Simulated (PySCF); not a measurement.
# CaSi⁺ at r²SCAN

Computed with r²SCAN; Ca pcseg-1, Si pcseg-1; no relativity (PySCF 2.14).

For CaSi⁺, the state is ⁴Σ⁻ (quartet), unpaired electrons σ ↑, π ↑↑, the bond length is 2.674 Å and the harmonic wavenumber is 320 cm⁻¹. The force constant is 0.993 mdyn/Å and the rotational constant Be is 0.1432 cm⁻¹. The anharmonicity ωexe is 1.18 cm⁻¹. The vibration–rotation constant αe is 0.000715 cm⁻¹. The well depth De to Ca⁺ + Si is 45.3 kcal/mol. The dissociation energy D0 is 44.8 kcal/mol and the bond order (Mayer) is 1.49. The dipole moment (positive dipole points towards Si; it is taken about the centre of mass and depends on that origin) is -7.74 D.

For an ion De counts to the pair picked by the measured ionisation energies or electron affinities, which need not be the lowest pair at this level. The state was picked by a PBE0 search and need not be the measured ground state.
